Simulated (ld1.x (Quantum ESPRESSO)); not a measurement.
## Before and after: TM semilocal potential for sulfur (S)

sulfur (S), norm-conserving Troullier–Martins (semilocal form), made with ld1.x (Quantum ESPRESSO) 7.5 (LDA (PZ), scalar-relativistic). Core [Ne], reference 3s2 3p4. Waves: 3p (bound): rc 1.75 bohr; 3s (bound): rc 1.35 bohr. Local part: the s channel. Core correction: a·sin(br)/r model core inside 0.65 bohr.

All-electron outer shells of the reference configuration (LDA (PZ), scalar-relativistic, ld1.x):

```tsv
shell	level (eV)	outermost node (bohr)	outermost maximum (bohr)
2s	-210.79	0.13	0.39
2p	-156.52	–	0.33
3s	-17.28	0.60	1.40
3p	-7.11	0.58	1.59
```

Change: all radii but the core radius scaled by about 1.13 (s 1.52, p 1.98 bohr).

Cutoffs: the cutoffs (Ry, on a coarse ladder) from which the occupation-weighted sum of valence levels, in a spherical-Bessel basis at the reference potential, stays within 10 and 1 mRy of its value at 400 Ry; they do not see the model core or the augmentation charge, which bear on the density cutoff. Errors are all-electron minus pseudo energies relative to the spin-unpolarised reference configuration.

Q: How do hardness, ghosts and transferability respond?

A: The potential gets softer (40 Ry and 60 Ry → 35 Ry and 55 Ry); of the 9 tests that both files solve, the error grows in 1 and shrinks in 2 by more than 15 % and 0.3 meV (median size 8.3 → 6.6 meV); neither file shows a bound ghost. A larger radius leaves more room for a smooth pseudo-wave, so fewer plane waves are needed. A semilocal file is local in each channel, so a ghost entry of none says nothing of the separable form that plane-wave codes build from it.

| quantity | base | changed |
| --- | --- | --- |
| cutoff, loose | 40 Ry | 35 Ry |
| cutoff, tight | 60 Ry | 55 Ry |
| bound ghosts | none | none |
| error for 3s2 3p3, meV [ΔE 11.86 eV] | +2.8 | +3.2 |
| error for 3s2 3p2, meV [ΔE 34.24 eV] | +22 | +23 |
| error for 3s2 3p1, meV [ΔE 68.39 eV] | +77 | +75 |
| error for 3s1 3p5, meV [ΔE 10.24 eV] | 0.0 | +0.3 |
| error for 3s2 3p0, meV [ΔE 115.38 eV] | +192 | +175 |
| error for 3s1 3p4, meV [ΔE 22.66 eV] | +4.6 | +6.2 |
| error for 3s2 3p3.5, meV [ΔE 4.71 eV] | +0.3 | +0.4 |
| error for 3s2 3p4 (spin-polarised), meV [ΔE -0.71 eV] | +8.3 | +6.6 |
| error for 3s2 3p3 (spin-polarised), meV [ΔE 9.90 eV] | +26 | +21 |
